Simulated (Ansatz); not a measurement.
Ansatz (an electronic-structure program) input (CCSD(T)/aug-cc-pV(D+d)Z):
A basis named .json is the Basis Set Exchange file of that set.

Ansatz 0.2 input:
```yaml
crystal:
  periodic: [false, false, false]
  atoms:
    - {symbol: F, position_ang: [-1.43609504, 0.77948595, -0.07780557]}
    - {symbol: C, position_ang: [-0.87843329, -0.49985824, 0.23940508]}
    - {symbol: Cl, position_ang: [1.12717558, -0.17693865, 0.00063329]}
    - {symbol: H, position_ang: [-0.96652992, -1.00826693, -0.74694631]}
basis:
  gaussian:
    orbitals: aug-cc-pV_D+d_Z.json
total_charge: -1
magnetization: {spin_polarized: false}
correlation: {method: ccsd_t, electrons: outside_noble_gas}
output: {forces: true}
```

End of the output:

```
cycle   7  -14.53147541 eV  change   -1.3e-4 eV  update   3.7e-4
cycle   8  -14.53139120 eV  change    8.4e-5 eV  update   1.6e-4
cycle   9  -14.53141285 eV  change   -2.2e-5 eV  update   8.3e-5
cycle  10  -14.53142993 eV  change   -1.7e-5 eV  update   4.0e-5
cycle  11  -14.53141108 eV  change    1.9e-5 eV  update   2.0e-5
cycle  12  -14.53141720 eV  change   -6.1e-6 eV  update   1.0e-5
cycle  13  -14.53142134 eV  change   -4.1e-6 eV  update   4.4e-6
perturbative correction -0.49743951 eV, -0.0182805650 hartree
the calculation of the forces begins
Total energy: -16269.85008723 eV, -597.9059626051 hartree
Atom 0 at    -1.436095     0.779486    -0.077806 Å, force    -0.238326     0.656362    -0.162330 eV/Å
Atom 1 at    -0.878433    -0.499858     0.239405 Å, force     0.318642    -0.462406     0.575392 eV/Å
Atom 2 at     1.127176    -0.176939     0.000633 Å, force    -0.039141     0.024996    -0.000649 eV/Å
Atom 3 at    -0.966530    -1.008267    -0.746946 Å, force    -0.041174    -0.218952    -0.412413 eV/Å
Dipole moment:     0.045286     0.114897    -0.326639 e Å
```

It need not be the lowest isomer of its formula. Whether it binds its extra electron was not tested at this geometry.
